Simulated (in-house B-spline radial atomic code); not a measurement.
Radial electron density of C IV (C3+), [He] 2s1. All numbers are computed (Dirac-Kohn-Sham LDA VWN5, spherical fractional occupations; Fermi nucleus of rms radius 2.4702 fm, inside a hard spherical wall at 5.07 bohr) with an all-electron radial atomic-structure program (B-spline basis), not measured.

Columns: r (bohr), 4πr²n(r) (electrons per bohr), bar.

```
 0.00975   0.1341 #
  0.0114   0.1797 #
  0.0133    0.239 ##
  0.0154   0.3123 ##
   0.018   0.4135 ###
   0.021   0.5428 ####
  0.0245   0.7084 #####
  0.0285   0.9136 #######
  0.0333    1.177 ########
  0.0388    1.497 ###########
  0.0452    1.881 ##############
  0.0527    2.339 #################
  0.0614    2.862 #####################
  0.0716    3.448 #########################
  0.0835    4.073 #############################
  0.0973      4.7 ##################################
   0.113    5.271 ######################################
   0.132    5.759 #########################################
   0.154    6.066 ############################################
    0.18    6.131 ############################################
   0.209    5.917 ##########################################
   0.244      5.4 #######################################
   0.285    4.621 #################################
   0.332    3.693 ###########################
   0.387    2.733 ####################
   0.451    1.885 ##############
   0.526    1.256 #########
   0.613   0.8986 ######
   0.714    0.779 ######
   0.833   0.8068 ######
   0.971   0.8682 ######
    1.13   0.8696 ######
    1.32   0.7671 ######
    1.54   0.5806 ####
    1.79    0.374 ###
    2.09   0.1954 #
    2.44  0.08151 #
    2.84  0.02693 
    3.31 0.006595 
    3.86 0.001124 
     4.5 0.0001023
```

On this grid the curve has 2 maxima, near 0.18, 1.13 bohr.

The 1s1/2 radial function P(r) = rR(r), positive near the nucleus, with its small component Q(r) (sign convention: Q ≈ (P' + κP/r)/2c):

```tsv
r (bohr)	P	Q
0.00333	0.09019	-0.001974
0.00453	0.1218	-0.002665
0.00616	0.1639	-0.003587
0.00837	0.2198	-0.004806
0.0114	0.2938	-0.006423
0.0154	0.3874	-0.008462
0.021	0.5108	-0.01114
0.0285	0.6627	-0.01443
0.0388	0.8482	-0.01842
0.0527	1.06	-0.02294
0.0716	1.288	-0.02771
0.0973	1.505	-0.03212
0.132	1.668	-0.03523
0.18	1.726	-0.03596
0.244	1.628	-0.0334
0.332	1.357	-0.02737
0.451	0.9602	-0.01904
0.613	0.5455	-0.01063
0.833	0.2316	-0.004433
1.13	0.06703	-0.001264
1.54	0.01112	-0.0002074
```
